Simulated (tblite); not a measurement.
Record of a relaxation.

Species: C3H12GeNSi (doublet state).
Numbering: `[CH3:1][CH2:2][CH2:3][N:4]([SiH3:5])[GeH2:6]` (hydrogens: H7, H8, H9 on C1; H10, H11 on C2; H12, H13 on C3; H14, H15, H16 on Si5; H17, H18 on Ge6)

Computed with GFN2-xTB (tblite), gas phase: L-BFGS steps from a force-field or distance-geometry start until the largest atomic force falls under 0.01 eV/Å. 8 of its 168 geometries are shown.

Step 0: E = -518.6311 eV, largest atomic force 3.281 eV/Å
```
atom  x, y, z in Å  |  force x, y, z in eV/Å
C1      2.178    0.317   -0.272    2.716   0.858  -0.063
C2      1.482   -0.953    0.030    1.134  -2.416   1.908
C3      0.028   -0.942   -0.213   -1.045  -0.518  -2.184
N4     -0.636    0.042    0.586   -2.444  -0.353   0.247
Si5    -2.422   -0.244    0.660    0.993   0.428   0.839
Ge6    -0.423    1.710   -0.225    1.799   0.908  -0.059
H7      3.274    0.044   -0.405   -0.882   0.508   0.398
H8      1.935    0.802   -1.225   -0.341  -0.356   0.152
H9      2.122    1.089    0.532   -0.001  -0.669  -0.512
H10     1.594   -1.244    1.141    0.168   0.595  -1.299
H11     1.996   -1.801   -0.519   -0.748   0.770   0.287
H12    -0.090   -0.673   -1.310   -0.050  -0.300   0.372
H13    -0.448   -1.951   -0.142    0.481   0.581   0.358
H14    -2.785   -1.548    0.120    0.022   0.021  -0.183
H15    -2.801   -0.192    2.082    0.161  -0.010  -0.101
H16    -3.083    0.890    0.016   -0.316  -0.144  -0.174
H17    -1.143    1.783   -1.581   -0.794   0.053  -0.200
H18    -0.789    2.875    0.713   -0.852   0.045   0.215
```

Step 24: E = -519.7530 eV, largest atomic force 0.308 eV/Å
```
atom  x, y, z in Å  |  force x, y, z in eV/Å
C1      2.360    0.202   -0.258    0.065   0.037   0.001
C2      1.496   -1.003    0.081    0.026  -0.045   0.049
C3      0.035   -0.905   -0.382   -0.037  -0.011  -0.082
N4     -0.767    0.158    0.185   -0.010   0.010  -0.062
Si5    -2.391   -0.156    0.710    0.264   0.038   0.154
Ge6    -0.430    1.972   -0.165    0.101  -0.062   0.000
H7      3.413   -0.080   -0.239   -0.045   0.036  -0.011
H8      2.116    0.569   -1.254    0.034   0.049  -0.025
H9      2.223    1.007    0.464   -0.069   0.022  -0.048
H10     1.556   -1.194    1.155   -0.161   0.020  -0.016
H11     1.909   -1.878   -0.431   -0.044  -0.001   0.040
H12     0.035   -0.829   -1.480    0.068   0.064  -0.008
H13    -0.432   -1.861   -0.125   -0.029  -0.005  -0.043
H14    -2.696   -1.489    0.211   -0.073  -0.197   0.043
H15    -2.408   -0.036    2.167   -0.042  -0.039   0.074
H16    -3.342    0.777    0.121   -0.140   0.076  -0.073
H17    -1.174    2.156   -1.573    0.088  -0.019   0.051
H18    -1.512    2.597    0.804    0.004   0.029  -0.043
```

Step 48: E = -520.0198 eV, largest atomic force 0.207 eV/Å
```
atom  x, y, z in Å  |  force x, y, z in eV/Å
C1      2.296    0.133   -0.235    0.044   0.077  -0.005
C2      1.252   -0.925    0.095    0.016  -0.072   0.019
C3     -0.047   -0.760   -0.703   -0.078   0.065  -0.118
N4     -0.982    0.177   -0.135    0.074   0.069   0.181
Si5    -2.253   -0.347    0.929   -0.010   0.019   0.005
Ge6    -0.435    1.970    0.031    0.009  -0.025  -0.098
H7      3.292   -0.163    0.090   -0.052  -0.096   0.061
H8      2.331    0.318   -1.307    0.022  -0.094  -0.027
H9      2.066    1.081    0.248   -0.040   0.076   0.056
H10     0.997   -0.909    1.155    0.083   0.035   0.106
H11     1.656   -1.912   -0.128    0.070  -0.059  -0.068
H12     0.219   -0.415   -1.706   -0.045   0.011  -0.120
H13    -0.519   -1.745   -0.797   -0.087   0.118   0.024
H14    -2.387   -1.805    0.803    0.069   0.140   0.011
H15    -1.900    0.043    2.307   -0.110  -0.103  -0.061
H16    -3.471    0.340    0.475    0.094  -0.087   0.086
H17    -0.309    2.283   -1.518   -0.002  -0.016   0.054
H18    -1.814    2.642    0.382   -0.058  -0.059  -0.106
```

Step 72: E = -520.1198 eV, largest atomic force 0.116 eV/Å
```
atom  x, y, z in Å  |  force x, y, z in eV/Å
C1      2.307    0.065   -0.193   -0.023  -0.038   0.024
C2      1.207   -0.960    0.037   -0.053  -0.029  -0.006
C3     -0.075   -0.619   -0.736   -0.054   0.023  -0.012
N4     -0.970    0.274   -0.042    0.004   0.031  -0.013
Si5    -2.158   -0.375    1.051    0.038   0.026  -0.030
Ge6    -0.560    2.101    0.014    0.030  -0.102  -0.046
H7      3.201   -0.213    0.359    0.030   0.047   0.038
H8      2.554    0.110   -1.251    0.027   0.027  -0.005
H9      1.990    1.060    0.129   -0.003  -0.030   0.011
H10     0.964   -1.031    1.099    0.003   0.026   0.033
H11     1.558   -1.941   -0.287    0.024   0.002  -0.034
H12     0.203   -0.163   -1.693   -0.014   0.020   0.021
H13    -0.612   -1.547   -0.951   -0.015  -0.001  -0.008
H14    -2.118   -1.831    0.894   -0.003   0.045   0.013
H15    -1.866   -0.010    2.444    0.035  -0.002  -0.039
H16    -3.452    0.178    0.648    0.003  -0.014   0.022
H17    -0.149    2.257   -1.509   -0.024  -0.010   0.021
H18    -2.032    2.651   -0.025   -0.006  -0.020   0.011
```

Step 95: E = -520.1462 eV, largest atomic force 0.073 eV/Å
```
atom  x, y, z in Å  |  force x, y, z in eV/Å
C1      2.249    0.048   -0.060    0.025  -0.035   0.004
C2      1.164   -1.018   -0.035   -0.017  -0.012   0.024
C3     -0.081   -0.597   -0.829    0.014  -0.016   0.000
N4     -0.957    0.290   -0.112   -0.014  -0.020  -0.003
Si5    -2.017   -0.337    1.114    0.014   0.015  -0.008
Ge6    -0.597    2.115   -0.138   -0.025   0.068  -0.010
H7      3.023   -0.167    0.675   -0.022   0.000  -0.014
H8      2.714    0.089   -1.044   -0.022   0.041  -0.006
H9      1.827    1.031    0.162    0.019  -0.016   0.023
H10     0.856   -1.218    0.993   -0.006  -0.004   0.053
H11     1.559   -1.947   -0.452   -0.018   0.012  -0.025
H12     0.240   -0.101   -1.751   -0.009   0.008  -0.018
H13    -0.648   -1.492   -1.105    0.024  -0.005   0.003
H14    -1.989   -1.791    0.967   -0.014  -0.020   0.021
H15    -1.563    0.066    2.449    0.038  -0.032   0.022
H16    -3.348    0.215    0.869   -0.013  -0.014  -0.017
H17    -0.350    2.215   -1.696   -0.018   0.028  -0.011
H18    -2.090    2.607   -0.017    0.046   0.003  -0.036
```

Step 119: E = -520.1746 eV, largest atomic force 0.105 eV/Å
```
atom  x, y, z in Å  |  force x, y, z in eV/Å
C1      2.177    0.030    0.151   -0.090  -0.040  -0.036
C2      1.139   -1.064   -0.068   -0.008   0.002   0.010
C3     -0.064   -0.592   -0.899    0.011   0.012   0.005
N4     -0.951    0.307   -0.207    0.041   0.061  -0.036
Si5    -1.843   -0.283    1.161   -0.013  -0.019   0.038
Ge6    -0.671    2.142   -0.457   -0.013  -0.022   0.005
H7      3.009   -0.339    0.747   -0.015  -0.030  -0.018
H8      2.563    0.385   -0.802    0.009  -0.022  -0.025
H9      1.739    0.879    0.673   -0.052   0.010   0.033
H10     0.768   -1.420    0.898    0.028   0.012  -0.031
H11     1.596   -1.914   -0.582    0.022   0.076  -0.007
H12     0.294   -0.094   -1.809    0.021   0.004   0.030
H13    -0.638   -1.473   -1.211    0.015   0.014   0.041
H14    -1.967   -1.730    0.967   -0.014   0.017   0.005
H15    -1.147    0.001    2.423    0.038  -0.018   0.013
H16    -3.140    0.386    1.163   -0.012   0.012  -0.032
H17    -0.752    2.145   -2.037    0.045  -0.047  -0.006
H18    -2.121    2.642   -0.123   -0.012  -0.022   0.012
```

Step 143: E = -520.1943 eV, largest atomic force 0.126 eV/Å
```
atom  x, y, z in Å  |  force x, y, z in eV/Å
C1      2.063    0.042    0.286   -0.006  -0.040  -0.007
C2      1.137   -1.089   -0.133   -0.047   0.006  -0.007
C3     -0.071   -0.595   -0.936    0.012  -0.013  -0.018
N4     -0.930    0.315   -0.230    0.015  -0.009   0.004
Si5    -1.715   -0.232    1.217   -0.059  -0.037   0.011
Ge6    -0.712    2.136   -0.582    0.019   0.003  -0.073
H7      2.946   -0.349    0.785    0.009  -0.033   0.045
H8      2.389    0.608   -0.581    0.000   0.072  -0.104
H9      1.555    0.718    0.971   -0.017   0.030   0.019
H10     0.767   -1.603    0.756    0.037  -0.058   0.009
H11     1.684   -1.810   -0.747   -0.022   0.033   0.022
H12     0.274   -0.098   -1.851    0.041  -0.004   0.004
H13    -0.664   -1.467   -1.237    0.011  -0.003   0.011
H14    -2.037   -1.645    1.006   -0.007   0.007  -0.016
H15    -0.849   -0.106    2.399    0.002   0.021   0.010
H16    -2.906    0.600    1.344   -0.005  -0.002   0.054
H17    -0.749    1.994   -2.162    0.032   0.023   0.024
H18    -2.192    2.585   -0.317   -0.017   0.003   0.013
```

Step 167: E = -520.2007 eV, largest atomic force 0.009 eV/Å
```
atom  x, y, z in Å  |  force x, y, z in eV/Å
C1      2.046    0.074    0.264    0.002  -0.001  -0.002
C2      1.143   -1.086   -0.127    0.003  -0.001   0.001
C3     -0.084   -0.622   -0.917   -0.002   0.003   0.001
N4     -0.939    0.299   -0.221   -0.007   0.006  -0.001
Si5    -1.748   -0.243    1.217   -0.005  -0.007  -0.002
Ge6    -0.677    2.122   -0.543   -0.009   0.000   0.002
H7      2.964   -0.290    0.720    0.000  -0.005   0.001
H8      2.305    0.663   -0.616    0.006   0.004   0.000
H9      1.547    0.726    0.980   -0.003  -0.002  -0.007
H10     0.813   -1.616    0.769   -0.005   0.005   0.001
H11     1.697   -1.789   -0.753    0.008   0.000   0.001
H12     0.252   -0.144   -1.845    0.002   0.004   0.000
H13    -0.674   -1.504   -1.191    0.002  -0.007   0.004
H14    -2.118   -1.638    0.970   -0.005   0.003  -0.001
H15    -0.877   -0.162    2.399    0.001  -0.004   0.000
H16    -2.906    0.628    1.385    0.004   0.001   0.005
H17    -0.580    2.012   -2.120   -0.001  -0.002  -0.003
H18    -2.174    2.576   -0.383    0.008   0.002  -0.001
```

Task: Summarise the path.

Result: The energy falls by 151.44 kJ/mol from step 0 to step 167; nine tenths of that is first reached at step 51. It falls at every step. The largest force goes from 3.281 to 0.009 eV/Å. Among the bonds N4–Si5 changes most, from 1.810 to 1.736 Å; the atoms move by 1.041 Å rms after alignment.

What follows is the cost of the whole relaxation. Hardware: one thread of an Arm Neoverse V1, shared host. Cost: 1.3 s of wall time.
